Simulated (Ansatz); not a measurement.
Gas-phase electronic energies from Ansatz, PBE0-D4/def2-TZVP geometries. CBS: MP2 limit from def2 TZ/QZ plus the TZ coupled-cluster correction, frozen cores. This one scheme is used for every species. Functionals use def2-TZVPP. def2 core potentials past Kr. For Br, In outer-core shells are correlated without core-valence functions, which leaves a few kJ/mol of doubt a bond. Scalar relativity is left out up to krypton. Each species was taken in one conformer, which may not be the lowest.

Reaction (ligand exchange at the In–C bond): `[CH3][InH][O][SiH3]` + HBr → `[SiH3][O][InH][Br]` + CH₄

`[CH3][InH][O][SiH3]`:

Cartesian coordinates in Å:
```
C -1.248 1.567 -0.308
In -1.037 -0.371 -1.171
O 0.456 -1.381 -0.293
Si 1.567 -1.110 0.853
H -0.269 2.047 -0.279
H -1.604 1.458 0.719
H -1.947 2.190 -0.864
H -1.743 -1.349 -2.376
H 2.795 -1.913 0.596
H 1.059 -1.469 2.211
H 1.973 0.330 0.910
```

HBr:

Cartesian coordinates in Å:
```
Br 0.552 -0.241 -0.377
H -0.552 0.241 0.377
```

`[SiH3][O][InH][Br]`:

Z-matrix (Å, degrees):
```
Si
O 1 1.634
H 1 1.490 2 111.5
H 1 1.487 2 108.5 3 -119.6
H 1 1.490 2 111.5 3 120.8
In 2 1.967 1 135.8 3 -61.0
Br 6 2.458 2 110.6 1 0.3
H 6 1.690 2 122.6 1 -179.8
```

CH₄:

Z-matrix (Å, degrees):
```
C
H 1 1.090
H 1 1.090 2 109.5
H 1 1.090 2 109.5 3 -120.0
H 1 1.090 2 109.5 3 120.0
```

```csv
level,ΔE (kJ/mol)
r2SCAN-D4,-161.0
BHLYP-D4,-169.7
PBE0,-158.1
r2SCAN0,-164.3
BHLYP,-168.0
CCSD/def2-SVP,-165.0
CCSD/def2-TZVPP,-153.8
CCSD/CBS(def2),-160.0
```

(1) What does CCSD(T)/CBS give? (Best estimate.)

Largest T1 diagnostic among the species: 0.014.

Results:

(1) Computed: -157.8 kJ/mol. The listed levels differ from it by -3.2, -11.9, -0.3, -6.5, -10.2, -7.2, 4.0, -2.2 kJ/mol.

Leaving LDA and LC-ωPBE aside and taking each functional with its dispersion term where it has one, the values, not all of them listed here, spread over 19.5 kJ/mol, from BHLYP-D4 to revPBE-D4. LDA lies +7.8 kJ/mol from PBE without D4. At CCSD(T), def2-SVP lies −5.5 kJ/mol from the extrapolated value and def2-TZVPP +6.2 kJ/mol.
